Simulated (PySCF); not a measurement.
Radial density of Cs(41+) (caesium, charge +41)

UHF, [Ne] 3s2 3p2, high-spin 3P determinant. All numbers are calculated (PySCF 2.14, scalar relativity by spin-free X2C-1e, in an even-tempered Gaussian basis (18 s from 7.7 bohr⁻², ratio 2.5; 12 p from 10 bohr⁻², ratio 2.5; 4 d from 40 bohr⁻², ratio 2.7; 4 f from 60 bohr⁻², ratio 2.7)).

```tsv
r (bohr)	4πr²ρ (e/bohr)	4πr²(ρα − ρβ)
0.0206	70.54	0.7123
0.0347	58.97	2.2421
0.0584	74.78	3.6208
0.0982	74.56	0.6908
0.165	26.06	3.7335
0.278	18.91	8.8378
0.467	1.904	0.9259
0.786	0.005109	0.0017
```

Densities and radii are taken from the X2C orbitals without a picture-change correction, which distorts them close to the nucleus.

Spin-orbit coupling is strong in this species (close to jj coupling), so the high-spin LS determinant is a model state, not a physical level.
